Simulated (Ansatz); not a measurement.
Sn3Pt2⁺. Total charge 1; doublet. Geometry B3LYP-D4/def2-SVP; atoms count from 1.

```
atom   x (Å)   y (Å)   z (Å)
 Pt1  -0.152  -0.343   1.611
 Pt2   0.163   1.563  -0.252
 Sn3  -2.237  -0.031  -0.014
 Sn4   2.172  -0.435   0.314
 Sn5   0.055  -0.755  -1.659
```

In the def2 sets Pt, Sn take a core potential; there is no spin–orbit coupling. No other spin state of charge 1 was run. Another isomer (doublet) lies 0.03 eV lower at r2SCAN-D4/def2-TZVP; other spin states weren't run for this one.

(1) Estimate the Mulliken populations from the PBE0/def2-TZVP orbitals of Ansatz.

(2) Where does the spin sit?

(3) And the Mayer bond orders between bonded heavy atoms (over 0.3)?

## Answers

(1) 
```
atom  charge (e)  spin (α − β)  d electrons
 Pt1        0.17          0.37         8.97
 Pt2        0.18          0.45         8.98
 Sn3        0.25          0.03            –
 Sn4        0.25          0.03            –
 Sn5        0.15          0.12            –
```
Mulliken values and Mayer orders depend strongly on the basis.

(2) Summed by element: Pt 0.82, Sn 0.18, of 1 unpaired in all. Largest on single atoms: Pt2 0.45, Pt1 0.37, Sn5 0.12.

(3) Pt1–Pt2 0.53 (2.68 Å); Pt1–Sn3 0.80 (2.66 Å); Pt1–Sn4 0.80 (2.66 Å); Pt1–Sn5 0.33 (3.30 Å); Pt2–Sn3 0.54 (2.89 Å); Pt2–Sn4 0.54 (2.89 Å); Pt2–Sn5 0.77 (2.71 Å); Sn3–Sn5 0.79 (2.91 Å); Sn4–Sn5 0.79 (2.91 Å). Values over 0.3 also appear between atoms too far apart for a bond (Sn3–Sn4 0.36 at 4.44 Å); they arise where an orbital or an unpaired electron spreads over both atoms.
